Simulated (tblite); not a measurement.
Species: C₄H₄FNSe (charge +1 and doublet state).
Atom-mapped SMILES: `[NH2+:1][c:2]1[cH:3][se:4][cH:5][c:6]1[F:7]` (hydrogens: H8, H9 on N1; H10 on C3; H11 on C5)
Bond orders are those of one Lewis drawing.

Computed with GFN2-xTB (tblite), gas phase: L-BFGS steps from a force-field or distance-geometry start until the largest atomic force falls under 0.01 eV/Å.

Geometry at step 2:
```
atom  x, y, z in Å
N1     -1.6932   -0.5487    0.2723
C2     -0.5175    0.0961    0.0428
C3     -0.3759    1.4177   -0.3462
Se4     1.3731    1.8970   -0.5744
C5      1.8865    0.0779   -0.0732
C6      0.7683   -0.6208    0.1977
F7      0.7292   -1.8920    0.5479
H8     -2.1598   -0.8453   -0.5736
H9     -1.6526   -1.2951    0.9664
H10    -1.2347    2.0693   -0.4751
H11     2.8821   -0.3535   -0.0107
```

**Question.** What forces act on the atoms?

**Answer.** 
```json
{"atom": "N1", "Fx (eV/Å)": "0.410", "Fy (eV/Å)": "-0.265", "Fz (eV/Å)": "-0.227"}
{"atom": "C2", "Fx (eV/Å)": "0.338", "Fy (eV/Å)": "-0.337", "Fz (eV/Å)": "0.226"}
{"atom": "C3", "Fx (eV/Å)": "0.011", "Fy (eV/Å)": "-0.360", "Fz (eV/Å)": "-0.232"}
{"atom": "Se4", "Fx (eV/Å)": "0.263", "Fy (eV/Å)": "-0.754", "Fz (eV/Å)": "0.301"}
{"atom": "C5", "Fx (eV/Å)": "-0.462", "Fy (eV/Å)": "0.262", "Fz (eV/Å)": "-0.129"}
{"atom": "C6", "Fx (eV/Å)": "-0.062", "Fy (eV/Å)": "0.809", "Fz (eV/Å)": "0.297"}
{"atom": "F7", "Fx (eV/Å)": "0.007", "Fy (eV/Å)": "-0.047", "Fz (eV/Å)": "0.023"}
{"atom": "H8", "Fx (eV/Å)": "-0.749", "Fy (eV/Å)": "0.354", "Fz (eV/Å)": "0.102"}
{"atom": "H9", "Fx (eV/Å)": "0.109", "Fy (eV/Å)": "-0.082", "Fz (eV/Å)": "-0.177"}
{"atom": "H10", "Fx (eV/Å)": "0.346", "Fy (eV/Å)": "-0.050", "Fz (eV/Å)": "-0.015"}
{"atom": "H11", "Fx (eV/Å)": "-0.212", "Fy (eV/Å)": "0.471", "Fz (eV/Å)": "-0.171"}
```

The largest, 0.86 eV/Å, acts on C6 (Se4 within 3 % of it); the rms over all components is 0.335 eV/Å. The forces sum to zero within rounding, as they must for an isolated molecule in no field.

**Question.** Give the force on C6 in Eh/bohr and in nN.

**Answer.** 0.864 eV/Å ÷ 51.422 = 0.01680 Eh/bohr, and 0.864 eV/Å × 1.602 = 1.38 nN.

**Question.** How far is this geometry from the end of the optimisation?

**Answer.** 0.723 eV above it, and 0.355 Å rms away after alignment. The bonds farthest from their final lengths, with half the difference of the two atoms' forces along the bond (positive lengthens):

```tsv
bond	now (Å)	final (Å)	force along bond (eV/Å)
Se4–C5	1.955	1.884	-0.62
N1–C2	1.360	1.324	-0.09
C2–C6	1.480	1.462	-0.45
C3–Se4	1.828	1.815	+0.04
C2–C3	1.385	1.397	+0.04
C5–H11	1.087	1.076	+0.07
```

The angle farthest from its final value is C2–N1–H8, 113.4° against 121.6°.

Of the 6 listed bonds off by 0.010 Å or more, this force points towards the final length in 4.

What follows is the cost of the whole relaxation. The run took 0.67 s of wall time on one thread, Intel Xeon at 2.50 GHz (x86_64), on a shared host.
